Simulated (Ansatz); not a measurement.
`FC[SiH2]Br` + H₂S → `FC[SiH2]S` + HBr at 700 K and 1 bar (ligand exchange at the Si–Br bond).

Isolated molecules relaxed with PBE0-D4/def2-TZVP in Ansatz; ΔE leaves out vibrations. CCSD(T)/CBS adds triple-zeta CCSD(T) − MP2 to the extrapolated MP2 energy (def2 sets, frozen cores). This one scheme is used for every species. For Br outer-core shells are correlated without core-valence functions, which leaves a few kJ/mol of doubt a bond. Scalar relativity is left out up to krypton. One conformer a species, not always the lowest.

```
     species  CCSD(T)/CBS energy (Eh)  H − E (kJ/mol)  S (J/(mol·K))
`FC[SiH2]Br`              -3002.67960           188.6          425.6
         H₂S               -398.97279            64.8          236.9
 `FC[SiH2]S`               -827.71878           217.5          436.3
         HBr              -2573.91920            36.5          223.7
```

H − E and S are ideal-gas, rigid-rotor, harmonic terms from PBE0-D4/def2-TZVP, for one conformer and one mirror image of each species. 1 Eh = 2625.50 kJ/mol, R = 8.31446 J/(mol·K).

**Question.** By hand: ΔE, ΔH, ΔS and ΔG.

**Answer.** ΔE = (-827.71878) + (-2573.91920) − (-3002.67960) − (-398.97279) = 0.01441 Eh = 37.8 kJ/mol. Δ(H − E) = 217.5 + 36.5 − 188.6 − 64.8 = 0.6, so ΔH = 38.4 kJ/mol. ΔS = 436.3 + 223.7 − 425.6 − 236.9 = -2.5 J/(mol·K). ΔG = 38.4 − 700 × (-2.5)/1000 = 40.1 kJ/mol.

**Question.** By hand: the equilibrium constant, and the temperature at which ΔG would vanish if ΔH and ΔS stayed fixed.

**Answer.** log₁₀ K = −ΔG/(RT ln 10) = -3.0. ΔH and −TΔS have one sign here, so there is no such temperature. One of them is within its doubt of zero, so this could turn.

The number of gas molecules stays the same, so ΔS is small and ΔH decides. A doubt of 5 kJ/mol in ΔE shifts log₁₀ K by 0.4 here. Other conformers and mirror images would add mixing entropy, several J/(mol·K) or more a flexible species. These are equilibria of isolated gas molecules and say nothing of rates. Largest T1 diagnostic: 0.011 (customary marks: 0.02 for closed shells, 0.045 for open ones).
